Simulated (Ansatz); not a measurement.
## Two structures, one formula

The two ends of one reaction step of Si$_{2}$NH$_{9}$OF$_{2}$, singlet (PBE0-D4/def2-TZVP).

A:

```tsv
atom	x (Å)	y (Å)	z (Å)
Si1	-1.9554	0.7873	-0.2654
Si2	1.6502	-1.8801	-0.5043
F3	-3.2582	1.4659	-0.8651
F4	-2.2956	0.5502	1.2669
H5	-1.7105	-0.4895	-0.9442
H6	0.5712	0.8301	1.0852
N7	-0.5796	1.7814	-0.3541
H8	0.4056	-2.3089	0.1786
O9	1.0736	0.1920	1.6133
H10	2.8019	-1.8441	0.4234
H11	1.9386	-2.8662	-1.5847
H12	1.4492	-0.5619	-1.1607
H13	0.0508	1.6516	-1.1318
H14	-0.6244	2.7529	-0.0836
H15	0.4827	-0.0605	2.3265
```

B:

```
atom    x (Å)    y (Å)    z (Å)
 Si1  -1.2825  -0.3208  -0.5037
 Si2   0.7315  -1.5013  -0.7703
  F3  -1.6153   0.2097   1.0021
  F4  -2.2318  -1.6494  -0.4308
  H5  -1.9892   0.3852  -1.5983
  H6   0.5852   1.4712   0.2712
  N7  -0.0730   1.5151  -0.5097
  H8   1.5322   0.0743   2.4158
  O9   0.9485   0.7722   2.1105
 H10   1.0802  -2.1706   0.5164
 H11   0.6069  -2.5531  -1.8145
 H12   1.8850  -0.6269  -1.1369
 H13   0.4437   1.6531  -1.3706
 H14  -0.6741   2.3199  -0.3692
 H15   0.0528   0.4214   2.1879
```

Ansatz 0.2.0; basis: def2-TZVPP; cores frozen in the correlated methods. B3LYP uses VWN-RPA correlation.

Problem. Which structure is lower at CCSD(T), and by how much? (Judge from chemistry; the value comes from the calculation.)

Solution. The calculation gives: A, by 61.9 kJ/mol (electronic energy, against the other). By their contacts, A is a complex of SiNH₃F₂ ([NH2][SiH]([F])[F]) + SiH₄ + H₂O and B is a complex of Si₂NH₇F₂ ([NH3][SiH]([F])([F])[SiH3]) + H₂O.

All methods give the same order:

| method | E(B) − E(A) (kJ/mol) |
| --- | --- |
| SPW92 | 18.5 |
| PBE-D4 | 34.4 |
| BLYP-D4 | 56.5 |
| r2SCAN-D4 | 49.3 |
| B97M-V | 53.6 |
| PBE0-D4 | 42.2 |
| B3LYP-D4 | 60.8 |
| r2SCAN0-D4 | 53.5 |
| BHLYP-D4 | 68.5 |
| CAM-B3LYP-D4 | 63.9 |
| wB97X-V | 54.9 |
| wB97M-V | 59.1 |
| B2PLYP | 67.8 |
| PBE-QIDH | 54.6 |
| RPA on PBE | 63.1 |
| HF | 103.9 |
| MP2 | 67.0 |
| CCSD | 67.8 |
| CCSD(T) | 61.9 |

T1 diagnostic: at most 0.012.

Labels in which every atom is bracketed show which atoms are joined, not bond orders.

For scale, one of the runs: CCSD(T)/def2-TZVPP, 334 basis functions, launched by `ansatz run in.yaml --threads 4 --pin off --events-out ev --progress --plain --max-ram 46080MiB --backend cuda --devices 0, --max-vram 37GiB`. Hardware: 4 CPU threads of an AMD EPYC 7R13 and a share of one NVIDIA H100, shared host. Wall time 6 s; peak host memory 0.87 GiB.
